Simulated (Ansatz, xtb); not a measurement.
# Two spin states of C2H6Ge

Structure X: `C[CH2][GeH]`, a triplet. Structure Y: `C[CH2][GeH]`, a singlet. Both are isolated molecules in the gas phase, relaxed with PBE0-D4/def2-SVP; the shapes shown needn't be the lowest conformers.

X (Å):

```yaml
atoms:
  - { symbol: C, position_ang: [-1.4591, 0.0870, -0.2219] }
  - { symbol: C, position_ang: [-0.5915, 0.2819, -1.4524] }
  - { symbol: Ge, position_ang: [-1.6013, 0.7460, -3.1048] }
  - { symbol: H, position_ang: [-2.1862, -0.7278, -0.3609] }
  - { symbol: H, position_ang: [-2.0257, 0.9979, 0.0256] }
  - { symbol: H, position_ang: [-0.8426, -0.1668, 0.6555] }
  - { symbol: H, position_ang: [-0.0259, -0.6326, -1.6954] }
  - { symbol: H, position_ang: [0.1352, 1.0982, -1.3077] }
  - { symbol: H, position_ang: [-0.8168, 0.9690, -4.4257] }
```

Y (Å):

```xyz
9

C    -0.5795    0.5381   -0.5399
C     0.3584   -0.6125   -0.2021
Ge    1.5438   -0.4873    1.3973
H    -1.2295    0.3040   -1.3999
H    -0.0220    1.4519   -0.8004
H    -1.2284    0.7891    0.3133
H     0.9660   -0.9143   -1.0724
H    -0.2265   -1.5236    0.0583
H     0.5062    0.4083    2.2288
```

Problem. Which of the two would you expect CCSD(T)/def2-TZVP electronic energies to favour?

Solution. Structure Y; the calculation gives E(Y) − E(X) = −100.3 kJ/mol.

How the difference moves with the method:

| level | geometry | E(Y) − E(X) (kJ/mol) | departure from the last row (kJ/mol) | job, with rough time for the two |
| --- | --- | --- | --- | --- |
| PBE0-D4/def2-SVP | PBE0-D4/def2-SVP | −94.9 | +5.4 | optimisation, 45 s |
| HF/def2-TZVP | PBE0-D4/def2-SVP | −42.3 | +58.0 | part of the CCSD(T) run |
| MP2/def2-TZVP | PBE0-D4/def2-SVP | −91.6 | +8.7 | part of the CCSD(T) run |
| CCSD(T)/def2-TZVP | PBE0-D4/def2-SVP | −100.3 |  | single point, 2.5 min |

None of the levels shown reverses the order. The largest departure from CCSD(T)/def2-TZVP is that of HF/def2-TZVP, 58.0 kJ/mol. Levels run at GFN2-xTB geometries aren't shown.

With harmonic frequencies from PBE0-D4/def2-SVP (ideal gas, rigid rotor, one conformer each, 298.15 K, 1 atm): on the last row, ΔE + ΔZPE = −101.8 kJ/mol. A mode under 50 cm⁻¹ makes harmonic enthalpies and free energies unreliable, so none is given.

Open shells are spin-unrestricted. The correlated steps freeze 11 core orbitals; the filled d shell of Ge is correlated, in a basis made for valence electrons. ΔG holds the spin degeneracy. Programs: Ansatz 0.2.0; the last row on 2 threads of Arm Neoverse V2 on a shared host.
